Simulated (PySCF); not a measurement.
Trend along group 12: MBe cations

CCSD(T) with double-zeta basis sets in PySCF, for the lowest determinant that a PBE0 search found; no spin–orbit coupling. De refers to high-spin ground-configuration atoms (the charge goes to the atom of lower measured ionisation energy or higher electron affinity, which is not always the lowest computed limit).

| M | basis | reference, frozen orbitals | charged atom | state (unpaired electrons) | Re (Å) | ωe (cm⁻¹) | De (eV) |
| --- | --- | --- | --- | --- | --- | --- | --- |
| Zn | x2c-SVPall | ROHF, 5 | Be+ | doublet (σ ↑) | 2.418 | 367 | 1.77 |
| Cd | def2-SVPD | ROHF, 0 | Cd+ | doublet (σ ↑) | 2.560 | 332 | 1.28 |
| Hg | def2-SVPD | ROHF, 0 | Be+ | doublet (σ ↑) | 2.448 | 362 | 1.33 |

The shortest bond is that of BeZn⁺ (2.418 Å), the longest that of BeCd⁺ (2.560 Å).

The rows differ in basis set, which adds steps of its own.

Down a group the atoms grow and get heavier, so bonds lengthen and wavenumbers fall; the exceptions here are the shorter bond at Hg and the higher wavenumber at Hg. Relativity and the filled 4f shell contract the atoms of the sixth period.

Correlated steps freeze the inner cores (0 to 5 orbitals); shallow outer-core shells are correlated. Correlated levels converge slowly with the basis: in double zeta they bind strong bonds too weakly, by up to about 1 eV, and carry superposition errors of some tenths. Spin–orbit coupling is left out. For an ion De counts to the pair picked by the measured ionisation energies or electron affinities, which need not be the lowest pair at this level. States were picked by a PBE0 search and need not be the measured ground states.
